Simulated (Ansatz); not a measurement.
**ZnH (charge +1), singlet: energies of several shapes or isomers**

Calculated in Ansatz's Gaussian-basis code. Basis cc-pVTZ, nonrelativistic, 5 orbitals frozen in the corrections; active space CAS(2,2). Restricted Hartree–Fock, then the lowest state-specific CASSCF solution met for each case. Single-reference values can break down or jump between states where bonds are stretched. Unlike active orbitals can shift such differences by tenths of an eV, at times by over 1 eV.

Case A: bond length 1.5150 Å.

Case B: bond length 1.6665 Å.

Energy less that of case A, in eV:

| case | RHF/ROHF | CASSCF |
| --- | --- | --- |
| B | +0.079 | -0.015 |

**Question.** What does SC-NEVPT2 give for these differences?

**Answer.** B: +0.108 eV (2.5 kcal/mol).
